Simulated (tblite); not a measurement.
Start geometry of `FC(F)(CCC#N)C#C` from a force field or distance geometry (Å):
```
atom  x, y, z in Å
C1    -3.261   -0.008    0.485
C2    -2.161    0.293    0.130
C3    -0.793    0.645   -0.280
F4    -0.774    0.752   -1.645
F5    -0.502    1.878    0.209
C6     0.241   -0.347    0.173
C7     1.632    0.089   -0.301
C8     2.657   -0.868    0.148
N9     3.453   -1.641    0.499
H10   -4.264   -0.260    0.794
H11    0.014   -1.346   -0.223
H12    0.234   -0.427    1.272
H13    1.867    1.081    0.108
H14    1.656    0.159   -1.393
```

**Question.** What comes out of this run: GFN2-xTB geometry optimisation, gas phase (tblite 0.8.0)?

**Answer.** 
```
atom  x, y, z in Å
C1    -3.2578   -0.0168    0.4897
C2    -2.1487    0.2747    0.1493
C3    -0.8097    0.6541   -0.2843
F4    -0.7740    0.7760   -1.6468
F5    -0.4993    1.9020    0.1833
C6     0.2476   -0.3517    0.1765
C7     1.6441    0.0777   -0.2919
C8     2.6403   -0.8672    0.1442
N9     3.4208   -1.6242    0.4947
H10   -4.2242   -0.2883    0.7978
H11   -0.0128   -1.3293   -0.2346
H12    0.2091   -0.4080    1.2665
H13    1.8907    1.0622    0.1176
H14    1.6733    0.1385   -1.3842
```

The energy falls by 0.098 eV over 33 L-BFGS steps, the largest force on an atom goes from 2.68 to 0.007 eV/Å, and the atoms move by 0.029 Å rms after alignment. The bond that changes most is C7–C8 (sp3 carbon next to a nitrile to nitrile carbon), which shortens by 0.032 Å. Bonds longer at the end by more than 0.005 Å: 2 of 13; shorter: 6. Among the angles that change most is C3–C6–H11, from 110.5° to 108.1°. Rotational constants go from 3510, 820.9, 762.9 to 3469, 828.7, 765.7 MHz. The orientation of the end geometry is arbitrary; only internal coordinates are fixed.

Its GFN2-xTB frequencies are all real (lowest 58 cm⁻¹). One conformer, not necessarily the lowest.

All values are computed, not measured.
